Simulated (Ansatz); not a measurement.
Born–Oppenheimer molecular dynamics of H₅InO₃ (9 atoms, charge 0, multiplicity 1). It starts at the highest image of a converged band. Of that band: Beside the main top the profile has a ripple of under 15 meV (maxima at images 1, 4), which may be a very shallow well or noise. Neighbouring images differ by up to 2.2 eV, so the band resolves the path poorly. A vibrational analysis at the climbing image gives one clearly imaginary mode, 1711i cm⁻¹: a first-order saddle point.

Computed with RHF/def2-SVP (Ansatz 0.2.0).

| Item | Value |
| --- | --- |
| ensemble | NVE (velocity Verlet) |
| time step | 0.5 fs |
| steps asked | 200 |
| starting velocities drawn for | 300 K |
| seed | 10481 |

First frame:

```xyz
9
Properties=species:S:1:pos:R:3
In -0.188 0.079 0.098
O -0.350 0.278 2.186
H 0.178 -0.102 2.874
O 1.593 -0.618 -0.404
H 1.816 -0.784 -1.305
O -1.869 -0.172 -0.902
H -1.896 -0.746 -1.650
H -0.085 1.989 0.844
H -0.155 1.446 1.656
```

How far do the bonds stretch over the last three quarters of this one trajectory? (Pairs bonded in most of those frames.)


```
  bond  mean (Å)  spread (Å)  shortest  longest
In1–O2     1.956       0.090      1.84     2.10
In1–O4     1.988       0.031      1.93     2.02
In1–O6     1.980       0.013      1.96     2.00
 O2–H3     0.948       0.009      0.93     0.97
 O4–H5     0.944       0.013      0.93     0.96
 O6–H7     0.946       0.017      0.92     0.97
 H8–H9     0.748       0.011      0.73     0.76
```

Mean temperature of the second half: 1020 K. The conserved energy stayed within 0.14 meV per atom of its start (net change 0.078 meV per atom), so the integration is sound. The kinetic energy rose, since the run started high on the potential surface and went downhill. It ends in pieces (H2 + H3InO3), so much of that is their flight and rotation, not heat. A run of 0.1 ps of so small a system gives no equilibrium averages. The orbitals stay closed-shell, which can raise the energy where a bond breaks towards radicals; this wasn't checked here.

Time of the run: 7.8 min on 1 thread of Arm Neoverse V1, with other jobs on the host, peak memory 0.18 GiB.
